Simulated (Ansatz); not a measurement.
Abridged output of a molecular run in Ansatz:

```
Functional definition: HF
521 factors; integrals over basis functions are off by at most 1.4e-3 eV
mean field evaluation 1: about -62271.2942 eV, gradient 4.3e1 eV
mean field evaluation 2: about -62271.4031 eV, gradient 4.3e1 eV
mean field evaluation 4: about -62275.8860 eV, gradient 3.2e0 eV
mean field evaluation 8: about -62275.9389 eV, gradient 6.5e-1 eV
mean field evaluation 16: about -62275.9413 eV, gradient 1.6e-6 eV
mean field -62275.94132181 eV, -2288.5986314272 hartree, gradient 1.6e-6 eV, S^2 0.000000; 0 other end points of the search recorded, 0 dependent functions left out; unrestricted orbitals would lower it
10 core orbitals not correlated: weight in the atoms' cores, before any rotation towards them, 1.000 or more for the frozen orbitals, at most 0.000 for the correlated occupied ones
reference -62275.94132181 eV, -2288.5986314272 hartree; 10, 10 occupied and 59, 59 virtual orbitals, 521 factors
second order -13.09597289 eV of doubles, -0.00000000 eV of singles
cycle   1  -11.70228178 eV  change     1.4e0 eV  update   1.6e-1
cycle   2  -12.39533859 eV  change   -6.9e-1 eV  update   6.6e-2
cycle   3  -12.52543900 eV  change   -1.3e-1 eV  update   2.0e-2
cycle   4  -12.52426925 eV  change    1.2e-3 eV  update   7.7e-3
cycle   5  -12.53322850 eV  change   -9.0e-3 eV  update   3.2e-3
cycle   6  -12.53610754 eV  change   -2.9e-3 eV  update   8.7e-4
cycle   7  -12.53603279 eV  change    7.5e-5 eV  update   2.7e-4
cycle   8  -12.53628429 eV  change   -2.5e-4 eV  update   8.3e-5
cycle   9  -12.53636640 eV  change   -8.2e-5 eV  update   2.7e-5
cycle  10  -12.53633665 eV  change    3.0e-5 eV  update   7.0e-6
cycle  11  -12.53633752 eV  change   -8.7e-7 eV  update   2.8e-6
perturbative correction -0.75911223 eV, -0.0278968600 hartree
Total energy: -62289.23677155 eV, -2289.0872301935 hartree
```

Its atoms:

Cartesian coordinates in Å:
```
N 0.4333 -0.3407 -0.5821
As -0.4333 0.3407 0.5821
```

(1) Which basis set was used?
A. cc-pV(D+d)Z
B. def2-TZVPP
C. def2-QZVPP
D. def2-SVPD

(2) Write the keys of the input that set method, charge and spin (a neutral closed shell needs none for the last two).

Results:

(1) B. It gives 79 functions.

(2) 
```yaml
correlation: {method: ccsd_t}
```
